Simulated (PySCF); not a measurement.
Compound: C2H7F3NSi2 (doublet state).
Cartesian coordinates in Å at the GFN2-xTB level; atoms count from 1:
```xyz
15
C2H7F3NSi2 angstrom
C     -0.890   -1.829    0.335
Si    -0.525   -0.214   -0.471
N      0.885    0.563    0.131
Si     2.553    0.115   -0.100
C     -1.974    0.970    0.072
F     -2.025    1.184    1.404
F     -3.182    0.483   -0.272
F     -1.893    2.195   -0.490
H     -1.884   -2.235    0.407
H     -0.116   -2.438    0.767
H     -0.600   -0.206   -1.937
H      0.746    1.447    0.594
H      3.255    0.482    1.129
H      3.112    0.817   -1.258
H      2.533   -1.326   -0.334
```

The hyperfine couplings belong to this conformer and change with its torsions.

As a line formula: `[CH2][Si@H](N[SiH3])C(F)(F)F` [radical].

The calculation used UKS B3LYP, pcH-1 on C F H N Si, non-relativistic, mean-field spin-orbit, GIAO in PySCF. The structure is a single GFN2-xTB conformer in the gas phase; no vibrational or solvent corrections. A GFN2-xTB geometry isn't a minimum of the functional, and hyperfine couplings can be far from their values at a DFT geometry. Stability of the SCF solution: not tested.

The largest Mulliken spin population is on C1 (+1.04). The angles at C1 add up to 360.0°, so it is planar; its axial dipolar tensor and the negative couplings of its protons fit spin in a p orbital normal to that plane.

Q: Find Q in a(H) = Q·ρ(C) for the protons on the planar carbons that carry spin.

A: 
```csv
H,C,ρ(C),a(H) (G),a/ρ (G)
H9,C1,+1.043,-20.92,-20.1
H10,C1,+1.043,-20.97,-20.1
```

These protons share one ρ (within 0.01), so their mean ratio, Q = -20.1 G, is no test of linearity.

Couplings in gauss use g_iso = 2.0027.
